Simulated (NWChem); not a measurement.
# HfSClF; SMILES [F][Hf](=[S])[Cl]

```xyz
4

Hf    -0.3692     0.0109     0.4458
S      0.6844    -1.8433    -0.1360
F     -2.1753    -0.0322    -0.1689
Cl     0.8624     1.9288    -0.1465
```
Atoms are numbered in this order, from 1.

Level: PBE0/def2-SVP with def2 effective core potentials on Hf (NWChem), optimised geometry, unscaled harmonic frequencies. def2 effective core potentials on Hf; no spin-orbit coupling.

```
frequency (cm⁻¹)  IR intensity (km/mol)
----------------  ---------------------
81                                 24.8
117                                 2.0
168                                 2.5
382                                56.2
516                                53.6
664                               105.0
```

| Quantity | Result |
|---|---|
| zero-point energy | 2.8 kcal/mol |
| thermal correction to the enthalpy at 298.15 K (with zero-point energy) | 6.9 kcal/mol |
| heat capacity Cv | 15.4 cal/(mol K) |
| entropy at 298.15 K and 1 atm (symmetry number 1) | 82.2 cal/(mol K) |

Rigid rotor and harmonic oscillator; modes under 100 cm⁻¹ make the entropy uncertain.
